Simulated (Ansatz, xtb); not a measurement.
F2GeH2Se2: which of two isomers lies lower

Structure I is `[F][Ge]([F])([SeH])[SeH]`, a singlet and structure II is `[F][GeH]([F])[Se][SeH]`, a singlet. Both are isolated molecules in the gas phase, relaxed with PBE0-D4/def2-SVP; the shapes shown needn't be the lowest conformers.

I (Å):

```xyz
7

F    -1.8335   -2.0183    1.3581
F    -1.7920    0.5411    2.1794
Ge   -1.3434   -0.4444    0.8282
Se   -2.5245    0.3355   -1.0069
Se    0.9415   -0.5329    0.4513
H    -3.4972    0.9778   -0.1072
H     1.0345   -1.7300    1.3035
```

II (Å):

```xyz
7

F    -1.4247    2.2036    0.5197
F    -2.5208   -0.2535    0.9850
Ge   -1.4534    0.5839   -0.0888
Se   -2.3780    0.6368   -2.2268
Se   -1.9164   -1.6485   -2.5257
H    -0.0701   -0.0533    0.0318
H    -3.1412   -2.1327   -1.8614
```

Estimate E(II) − E(I) at the level CCSD(T)/def2-SVP + ΔMP2/def2-TZVPP.

Calculated at CCSD(T)/def2-SVP + ΔMP2/def2-TZVPP: E(II) − E(I) = +14.0 kcal/mol, so structure I lies lower.

How the difference moves with the method:

```csv
level,geometry,E(II) − E(I) (kcal/mol),departure from the last row (kcal/mol),"job, with rough time for the two"
PBE0-D4/def2-SVP,PBE0-D4/def2-SVP,+14.4,+0.5,"optimisation, 1.9 min"
HF/def2-SVP,PBE0-D4/def2-SVP,+14.6,+0.6,part of the CCSD(T) run
MP2/def2-SVP,PBE0-D4/def2-SVP,+16.0,+2.0,part of the CCSD(T) run
CCSD(T)/def2-SVP,PBE0-D4/def2-SVP,+15.1,+1.1,single point
CCSD(T)/def2-SVP + ΔMP2/def2-TZVPP,PBE0-D4/def2-SVP,+14.0,,"single point, 2.1 min"
```

As drawn, II has 1 Se–Se, 1 Ge–H in place of 1 Ge–Se, 1 Se–H.

The levels shown agree on the order. The largest departure from CCSD(T)/def2-SVP + ΔMP2/def2-TZVPP is that of MP2/def2-SVP, 2.0 kcal/mol. Levels run at GFN2-xTB geometries aren't shown. The last row adds to CCSD(T) the change of the MP2 difference between the two basis sets, here −1.1 kcal/mol.

With thermal terms from frequencies at re-optimised GFN2-xTB minima (ideal gas, soft modes damped towards free rotors, one conformer each, 298.15 K, 1 atm): the zero-point term adds +0.5 kcal/mol; ΔH is +14.0 and ΔG +15.0 kcal/mol.

The correlated steps freeze 29 core orbitals; the filled d shell of Ge and Se is correlated, in a basis made for valence electrons. Run with Ansatz 0.2.0, xtb 6.7.1; the last row on 2 threads of Arm Neoverse V1 on a shared host.
